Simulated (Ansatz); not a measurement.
`[SiH3]/C=C/Br` and `F/C=C/[SiH3]` differ in one element.

Ansatz, PBE0-D4/def2-TZVP geometries, multiplicity 1. 

Scalar relativity is left out up to krypton.

```
                               property  `[SiH3]/C=C/Br`
    HOMO energy (B3LYP/def2-TZVPP) / eV            -7.31
      LUMO energy (PBE/def2-TZVPP) / eV            -1.80
  LUMO energy (ωB97M-V/def2-TZVPP) / eV             1.26
HOMO–LUMO gap (ωB97M-V/def2-TZVPP) / eV            10.94
    HOMO–LUMO gap (PBE/def2-TZVPP) / eV             4.63
     LUMO energy (PBE0/def2-TZVPP) / eV            -0.84
```

What does the change do to each property? (Best estimate.)

Computed: 
```csv
property,`F/C=C/[SiH3]`,shift
HOMO energy (B3LYP/def2-TZVPP) / eV,-7.64,-0.33
LUMO energy (PBE/def2-TZVPP) / eV,-1.31,0.49
LUMO energy (ωB97M-V/def2-TZVPP) / eV,1.85,0.59
HOMO–LUMO gap (ωB97M-V/def2-TZVPP) / eV,11.94,1.00
HOMO–LUMO gap (PBE/def2-TZVPP) / eV,5.34,0.71
LUMO energy (PBE0/def2-TZVPP) / eV,-0.30,0.54
```

With PBE0 the HOMO falls by 0.32 eV and the LUMO rises by 0.54 eV, so the gap widens by about 0.86 eV. PBE moves the HOMO by -0.22 eV and ωB97M-V by -0.41 eV.

B3LYP here is the variant with VWN-RPA as its local correlation; programs differ in this.

Spin–orbit coupling is left out; it splits and shifts lone-pair levels of the heavy atoms by tenths of an eV.
